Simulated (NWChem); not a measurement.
System: BeSiNH5O; SMILES [NH2][Be][O][SiH3]

Input file for NWChem:

```
start job
memory heap 200 mb stack 900 mb global 1100 mb
geometry units angstroms noautoz
  Be    -0.000070    -1.350592     0.004372
  N     -0.005189    -2.847577    -0.005851
  H      0.812717    -3.439820    -0.096212
  H     -0.827157    -3.435409     0.075966
  O      0.004139     0.070585     0.012836
  Si    -0.001932     1.712906    -0.003751
  H     -0.258922     2.226408    -1.384783
  H      1.317485     2.242810     0.459614
  H     -1.068808     2.239716     0.902186
end
basis spherical
  * library def2-svp
end
dft
  xc xpbe96 cpbe96
  iterations 150
  vectors input atomic output neutral.movecs
end
task dft energy
charge 1
dft
  odft
  mult 2
  vectors input atomic output cation.movecs
end
task dft energy
```

Geometry: optimised at PBE0/def2-SVP.

Ions are spin-unrestricted doublets at the neutral geometry; other ion states weren't tried.

Q: Predict the main results of this run. (PBE/def2-SVP, vertical spin-unrestricted ions.) Quantities: vertical ionisation energy, ΔSCF (eV); −ε(HOMO) (eV).

A: The vertical ionisation energy, ΔSCF (eV) is 8.97 and the −ε(HOMO) (eV) is 5.54.
